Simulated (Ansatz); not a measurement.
Wavefunction ladder for AlBF₂H₂O (`O[B](F)[AlH][F]`)

```xyz
7

O     1.523    0.445   -0.934
B     0.401    0.848   -0.300
F     0.198    2.163   -0.275
Al   -0.974   -0.534    0.616
F    -0.464   -2.102    0.427
H     1.642   -0.508   -0.935
H    -2.326   -0.312    1.402
```

Total charge 0; spin multiplicity 1. All single points use the PBE0-D4/def2-TZVP geometry. It is one conformer, not always the lowest. Frozen core, restricted reference, Ansatz. CBS rows extrapolate triple and quadruple zeta.

```json
{"basis": "def2-TZVPP", "HF (Eh)": "-541.82939", "MP2 corr.": "-0.90503", "CCSD corr.": "-0.92142", "(T)": "-0.02926", "CCSD(T) total": "-542.78007"}
{"basis": "def2-QZVPP", "HF (Eh)": "-541.85090", "MP2 corr.": "-0.98609", "CCSD corr.": "-0.99391", "(T)": "-0.03434", "CCSD(T) total": "-542.87915"}
{"basis": "CBS(def2)", "HF (Eh)": "-541.85387", "MP2 corr.": "-1.04614", "CCSD corr.": "-1.04760", "(T)": "-0.03811", "CCSD(T) total": "-542.93958"}
```
